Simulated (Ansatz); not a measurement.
GeCl4⁺. The state is a doublet with charge 1. Geometry PBE-D4/def2-SVP, that of the neutral singlet; atoms count from 1.

Cartesian coordinates in Å:
```
Ge 0.000 0.000 0.000
Cl -0.609 -1.937 0.698
Cl 0.976 -0.199 -1.902
Cl 1.358 0.875 1.414
Cl -1.725 1.261 -0.210
```

Q: Estimate the Mulliken populations from the PBE0/def2-TZVP orbitals of Ansatz.

A: 
| atom | charge (e) | spin (α − β) |
| --- | --- | --- |
| Ge1 | 0.89 | -0.07 |
| Cl2 | 0.03 | 0.27 |
| Cl3 | 0.03 | 0.27 |
| Cl4 | 0.03 | 0.27 |
| Cl5 | 0.03 | 0.27 |
Mulliken values depend strongly on the basis.

Q: Where does the spin sit?

A: Summed by element: Ge -0.07, Cl 1.07, of 1 unpaired in all. Largest on single atoms: Cl4 0.27, Cl5 0.27, Cl3 0.27.

Q: And the Mayer bond orders between heavy atoms (over 0.3)?

A: Ge1–Cl2 1.07 (2.15 Å); Ge1–Cl3 1.07 (2.15 Å); Ge1–Cl4 1.07 (2.15 Å); Ge1–Cl5 1.07 (2.15 Å).
